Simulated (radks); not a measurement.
The table gives one normalised radial function P(r) = r R(r) of Fe4+ in [Ar] 3d4 (r in bohr). Calculated with a radial shooting solver on a logarithmic mesh with Libxc functionals: scalar-relativistic Kohn-Sham, Wu-Cohen GGA, spin-unpolarised, spherical densities, point nucleus.

| r | P |
|---|---|
| 0.006326 | 0.0081 |
| 0.008042 | 0.0127 |
| 0.01014 | 0.0194 |
| 0.01289 | 0.0299 |
| 0.01626 | 0.0452 |
| 0.02067 | 0.0686 |
| 0.02607 | 0.1011 |
| 0.03314 | 0.1483 |
| 0.04212 | 0.2125 |
| 0.05312 | 0.2920 |
| 0.06753 | 0.3902 |
| 0.08517 | 0.4915 |
| 0.1083 | 0.5830 |
| 0.1376 | 0.6279 |
| 0.1736 | 0.5858 |
| 0.2207 | 0.4138 |
| 0.2783 | 0.1082 |
| 0.3538 | -0.3187 |
| 0.4497 | -0.7627 |
| 0.5672 | -1.0821 |
| 0.721 | -1.1880 |
| 0.9093 | -1.0536 |
| 1.156 | -0.7547 |
| 1.458 | -0.4390 |
| 1.853 | -0.1923 |
| 2.356 | -0.0612 |
| 2.971 | -0.0138 |

Which n and l does it have? It may be an empty orbital.

Answer. n = 3, l = 1: the number of nodes gives n - l - 1 = 1, the rise at small r (about r^(l+1)) gives l, and the extent must fit the shell. The curve is that of 3p. 3p: eigenvalue -117.87 eV, 1 radial node at r = 0.297 bohr, <r> = 0.829 bohr, 90 % of the charge inside 1.27 bohr.
